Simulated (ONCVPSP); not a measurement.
What one change does to a pseudopotential (Ir (Z = 77), ONCV)

* Element: Ir (Z = 77)
* Generator: ONCVPSP 4.0.1
* Type: optimised norm-conserving Vanderbilt (ONCV)
* Functional: PBE
* Relativity: scalar-relativistic
* Frozen core: [Kr] 4d10 4f14
* Valence charge: 17
* Reference configuration: 5s2 5p6 5d7.5 6s1.5
* Partial waves: 5s+6s: rc 1.60 bohr, ncon 4, nbas 8, qcut 7.8 1/bohr, 2 projectors; 5p: rc 1.55 bohr, ncon 3, nbas 7, qcut 8 1/bohr, 1 projector; 5d: rc 2.35 bohr, ncon 4, nbas 8, qcut 6.2 1/bohr, 2 projectors, debl 3.1 Ha
* Local potential: polynomial inside 1.40 bohr (lpopt 4, dvloc0 3 Ha)
* Core correction: Teter function, fcfact 5, rcfact 1.25

Change: d: nproj 1.

Cutoffs: the cutoffs (Ha) at which the residual kinetic energy of the hardest occupied pseudo-wave falls to 1 and 0.1 mHa per electron; they do not see the model core or the augmentation charge, which bear on the density cutoff. Errors are all-electron minus pseudo energies relative to the spin-unpolarised reference configuration.

How do hardness, ghosts and transferability respond?

The potential gets neither clearly harder nor softer (22 Ha and 26 Ha → 22 Ha and 26 Ha); of the 4 tests that both files solve, the error grows in 3 and shrinks in 0 by more than 15 % and 0.3 meV (median size 3.5 → 7.5 meV); the range in which the d phases agree narrows (upper end at the end of the scan → 1.2); neither file shows a bound ghost.

| quantity | base | changed |
| --- | --- | --- |
| cutoff, loose | 22 Ha | 22 Ha |
| cutoff, tight | 26 Ha | 26 Ha |
| bound ghosts | none | none |
| GHOST(+) flags under 300 eV | none | none |
| error for 5s2 5p6 5d7 6s2, meV [ΔE 0.29 eV] | +3.3 | +2.9 |
| error for 5s2 5p6 5d7 6s1, meV [ΔE 10.17 eV] | -1.3 | -2.2 |
| error for 5s2 5p6 5d7 6s0, meV [ΔE 27.63 eV] | -9.7 | -12 |
| error for 5s2 5p6 5d6 6s0, meV [ΔE 58.18 eV] | -3.7 | -19 |
| s: phases at 1.63 bohr within 0.05 rad from the reference energy up to (Ha; the scan ends near 5) | to the end of the scan | to the end of the scan |
| p: phases at 1.58 bohr within 0.05 rad from the reference energy up to (Ha; the scan ends near 5) | 1.2 | 1.2 |
| d: phases at 2.38 bohr within 0.05 rad from the reference energy up to (Ha; the scan ends near 5) | to the end of the scan | 1.2 |
| rms error of d²Exc/dni dnj with the model core, mHa | 0.39 | 0.39 |
